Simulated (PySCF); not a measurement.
Delta-SCF ions had no search for a lower state. Excitations are Tamm–Dancoff values on a coarser integration grid. The basis has no diffuse functions, so Rydberg states are missing or too high.

H₂AlF, SMILES `[F][AlH2]` (charge 0, multiplicity 1)

Calculation: CAM-B3LYP-D3(BJ)/def2-TZVP run with PySCF.

```yaml
HOMO: -10.25 eV
dipole_moment: 1.39 D
HOMO–LUMO gap: 9.76 eV
LUMO: -0.48 eV
S1 excitation (TDA): 5.95 eV
S1 oscillator strength: 0.000
brightest of the four lowest singlets (TDA): 8.42 eV
T1 excitation (TDA): 5.42 eV
S1–T1 gap (TDA): 0.53 eV
vertical ionisation energy (Delta-SCF): 11.64 eV
total_energy: -343.5694 Ha
cost: about 24 core-seconds (a rough figure)
```

Bond lengths (Å): F1–Al2 1.648, Al2–H3 1.566, Al2–H4 1.566. Angles (°): F1–Al2–H3 116.9, F1–Al2–H4 116.9, H3–Al2–H4 126.2.
